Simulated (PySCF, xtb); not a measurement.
H₃Sb, SMILES [SbH3+], charge +1, multiplicity 2.

Harmonic wavenumbers (cm⁻¹) from GFN2-xTB run with xtb at its own minimum, in rising order: 603, 630, 638, 1565, 1687, 1689.

Problem. What does PBE-D3(BJ)/def2-TZVPD run with PySCF give at its own minimum? (The exact figures need the calculation; the answer reports its results.)

Solution. 640, 720, 720, 1939, 2009, 2009. Paired by order, the mean absolute difference is 204 cm⁻¹ and the zero-point energies are 9.7 and 11.5 kcal/mol.
